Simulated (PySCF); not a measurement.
```xyz
3
charge 0 multiplicity 1, angstrom
O     0.0000    0.0000    0.0000
Rb    0.0000    0.0000    2.3859
Rb    0.0000    0.0000   -2.3859
```

These are results of PBE0/[O def2-TZVP, Rb def2-TZVP with ECP28], scalar-relativistic core potentials, density fitting, no spin–orbit coupling, PySCF, not measurements.

This geometry of Rb2O is a stationary point at this level.

What is the point group?

D∞h.

Is it a minimum?

Yes: all harmonic wavenumbers are real.

Give the atomic charges and bond orders.


| atom | Mulliken | Löwdin | polar tensor | Mayer order to O1 |
| --- | --- | --- | --- | --- |
| O1 | -1.11 | -0.95 | -1.29 | – |
| Rb2,3 | 0.56 | 0.48 | 0.64 | 0.73 |

What is the atomisation energy, with and without zero-point energy?

391 kJ/mol without, 386 kJ/mol with.

Only a few start shapes were tried, so a lower isomer may exist.
